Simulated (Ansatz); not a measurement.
The cluster In5⁺ was relaxed with PBE-D4 (def2-SVP) in Ansatz in these states: charge +1 quintet, charge +1 triplet. The geometries follow in no particular order.

In the def2 sets In takes a core potential; there is no spin–orbit coupling.

A:

```tsv
atom	x (Å)	y (Å)	z (Å)
In1	2.123	1.713	0.967
In2	2.224	-1.302	1.318
In3	-0.463	-1.520	-0.097
In4	-3.325	-0.312	-1.751
In5	-0.559	1.420	-0.437
```

B:

```
atom   x (Å)   y (Å)   z (Å)
 In1  -0.124  -0.667   2.239
 In2   1.679   2.199   2.038
 In3   0.428   0.785  -0.572
 In4  -0.694  -0.379  -3.339
 In5  -1.288  -1.938  -0.367
```

**Question.** Judge from the bond lengths which geometry belongs to which state (an estimate).

**Answer.** A is the charge +1 triplet (In1–In2 3.037 Å, In3–In4 3.520 Å, In3–In5 2.962 Å); B is the charge +1 quintet (In1–In2 3.392 Å, In3–In4 3.205 Å, In3–In5 3.225 Å).

At PBE0-D4/def2-TZVP a triplet lies 0.11 eV below the charge +1 quintet. These are the stationary points nearest to one start from a short search; other shapes may lie lower in each state.
